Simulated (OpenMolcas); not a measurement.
**Nb3+ in Cs2NaYF6**

Nb3+ with its 6 nearest fluoride ions at 2.082 Å, on the Y site of Cs2NaYF6 (a = 9.075 Å, distance in the model lattice 2.178 Å). The rest of the host is ab initio model potentials to 7.6 Å, with orthogonalisation functions on the cations behind the ligands, and point charges beyond; the distance is set by hand and nothing relaxes. Ligand basis ANO-RCC-VDZP.
```
Nb    0.0000    0.0000    0.0000
F     2.0820    0.0000    0.0000
F     0.0000    2.0820    0.0000
F    -2.0820    0.0000    0.0000
F     0.0000   -2.0820    0.0000
F     0.0000    0.0000    2.0820
F     0.0000    0.0000   -2.0820
```

* Program: OpenMolcas
* Method: CASSCF
* Basis: ANO-RCC-VTZP [7s6p4d2f1g]
* Scalar Hamiltonian: DKH2, point nucleus
* Active space: 2 electrons in 5 orbitals (4d)
* State averaging: 2S+1 = 3 even, 10 roots; 2S+1 = 1 even, 15 roots
* Spin-orbit coupling: RASSI with atomic mean-field integrals over the reference wave functions

The lowest spin-free states (labels of O, the rotations of Oh), above the lowest:

```
State  Degeneracy  E (cm-1)
  3T1           3       0.0
   1E           2      9909
  1T2           3     10038
  1A1           1     22494
  3T2           3     24275
  3T1           3     33145
  1T2           3     35636
  1T1           3     37865
  3A2           1     50229
   1E           2     61587
  1A1           1     74554
```

The lowest levels with spin-orbit coupling:

```csv
E (cm-1),Degeneracy,Label,2S+1
0.0,2,E,3
22.1,3,T2,3
765.6,3,T1,3
1114,1,A1,3
10332,2,E,1
10431,3,T2,1
22894,1,A1,1
24409,1,A2,3
24572,3,T2,3
24844,3,T1,3
24857,2,E,3
33164,1,A1,3
33357,3,T1,3
33732,3,T2,3
33810,2,E,3
36121,3,T2,1
38310,3,T1,1
50706,3,T2,3
62044,2,E,1
75014,1,A1,1
```

Powder χT (cm3 K/mol): 0.0173 at 2 K, 0.0823 at 10 K, 0.179 at 50 K, 0.239 at 100 K, 0.352 at 200 K, 0.461 at 300 K. The effective moment at 300 K is 2.828 √(χT) = 1.92 μB.

The lowest level has 2S+1 = 3, for which the spin-only value is χT = S(S+1) / 2 = 1.000 cm3 K/mol (g = 2). The computed 0.461 at 300 K differs by -0.539, through orbital momentum, spin-orbit coupling and any other state in reach. With a threefold ground state the orbital momentum is unquenched, so the spin-only value is not expected to hold.

Metal share of the active 4d orbitals (Löwdin): 84, 84, 92, 92, 92 %; Mulliken charge of the metal 2.33.

A least-squares ligand-field fit to the states below 45000 cm-1, each weighted by its degeneracy and with a free common offset, gives 10Dq = 25809 cm-1, B = 690 cm-1 and C = 2728 cm-1 (C/B = 3.95), with an rms deviation of 88 cm-1.

The same method and metal basis give the free ion B = 757 cm-1 (fit to its terms below 60000 cm-1, rms deviation 27 cm-1), so the nephelauxetic ratio is β = 690 / 757 = 0.91; it hangs on how both fits weigh the states, and computed free-ion B values tend to be too large, so β mixes covalency with correlation.

An orbital triplet at a regular site is open to Jahn-Teller coupling, which can distort the site and quench the lowest spin-orbit gaps and is left out. Without dynamic correlation the repulsion within the d shell is too large (B by tens of per cent), so at a given field states of lower spin stand too high. The least metal-like active orbital is 84 % on the metal (Löwdin) and no ligand orbital is active, so the numbers are rough. With metal d orbitals alone the field can be off either way by tens of per cent. Ligand-to-metal charge-transfer states are missing. With no ligand orbital active B as a rule stays too high, so bands that hang on it stand too high and its fall with covalency is understated. No measured value stands beside these numbers; the geometry was set by hand and not optimised.

The RASSCF and RASSI steps took 26 s on 1 thread of Arm Neoverse V2, with other jobs on the host; the integral step is not counted.
